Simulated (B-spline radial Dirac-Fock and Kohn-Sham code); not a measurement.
## V¹⁰⁺: non-radiative channels of the 2p3/2 vacancy

System: the V¹⁰⁺ ion, configuration [Ne] 3s2 3p1.

Input of the calculation (task.json; shells as n, l, electrons):

```json
{"items": [{
  "Z": 23,
  "q": 10,
  "cfg": [[1, 0, 2], [2, 0, 2], [2, 1, 6], [3, 0, 2], [3, 1, 1]],
  "A": 51,
  "rrms": 3.6002,
  "do": ["binding", "quiet", "decay"],
  "holes": ["K", "L1", "L2", "L3", "M1"]
}]}
```

Launch: `python xray_run.py task.json out`

Method: one-electron (LDA, Dirac) transition rates at Dirac-Fock energies. Computed with a radial finite-basis atomic code. Kinetic energies are configuration averages from the vacuum level; the two-hole energies are estimated from single-hole states.

| transition | kinetic energy (eV) | width (meV) | share (%) |
| --- | --- | --- | --- |
| L3-M1M1 | 191.6 | 3.81 | 21.7 |
| L3-M1M2 | 219.6 | 0.479 | 2.7 |
| L3-M1M3 | 220.9 | 13.2 | 75.5 |

The listed channels hold 100 % of the non-radiative rate. Summed by principal shells, of 0.0175 eV in all: LMM 100.0 %.
